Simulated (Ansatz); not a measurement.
Program: Ansatz. Geometries: PBE0-D4/def2-TZVP. ΔE: electronic, gas phase. CCSD(T)/CBS is the MP2 limit (def2-TZVPP, def2-QZVPP) plus CCSD(T) − MP2 in def2-TZVPP, frozen cores. Functionals use def2-TZVPP. For Ge outer-core shells are correlated without core-valence functions, which leaves a few kJ/mol of doubt a bond. Scalar relativity is left out up to krypton. One conformer a species, not always the lowest.

Consider the ligand exchange at a Ge–O bond: `[NH2][GeH2][O][GeH2][NH2]` + `[NH2][GeH2][NH2]` → `[NH2][GeH2][NH][GeH2][NH2]` + `[NH2][GeH2][OH]`.

```
             level  ΔE (eV)
            r2SCAN     0.39
SCS-MP2/def2-TZVPP     0.38
   CCSD/def2-TZVPP     0.36
      HF/CBS(def2)     0.43
```

Q: What does CCSD(T)/CBS give? (Estimate.)

A: Ansatz gave: +0.35 eV. The listed levels differ from it by 0.04, 0.03, 0.01, 0.08 eV.

Largest T1 diagnostic among the species: 0.012.

In def2-TZVPP, CCSD(T) changes the Hartree–Fock value by −0.07 eV (the triples alone add −0.00 eV) and MP2 by −0.07 eV.
